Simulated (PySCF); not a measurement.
CH6BClO2Si, SMILES OB(O)C[SiH2]Cl.

Coordinates come from a PBE0-D3(BJ)/def2-SVP optimisation. The structure was generated by enumeration, and PubChem lists no compound with its InChIKey, so it may never have been made. The values are those of a single conformer.

Two levels are set side by side: PBE/def2-TZVP (PySCF) and HF/def2-TZVP (PySCF). Same geometry, gas phase. Differences are taken from unrounded values.

```tsv
quantity	HF
orbital gap (eV)	14.63
highest occupied level (eV)	-11.99
lowest empty level (eV)	2.64
dipole moment (D)	1.48
mean polarisability (bohr³)	63.0
```

### Question
What does PBE give, and how far is it from HF? (An estimate is asked for; the answer gives what the named calculation found.)

### Answer

```csv
quantity,PBE,PBE minus HF
orbital gap (eV),6.24,-8.39
highest occupied level (eV),-7.31,4.68
lowest empty level (eV),-1.07,-3.71
dipole moment (D),1.31,-0.17
mean polarisability (bohr³),72.3,9.3
```

PBE's occupied levels lie high since its potential decays too fast outside the molecule; exact exchange lowers them and widens the gap. PBE's more diffuse valence density responds more strongly to a field. Differences between two approximate levels are no errors against the true value.

Rough cost on one machine, each run with all the roots and properties that it gave: HF against PBE about 1/3.
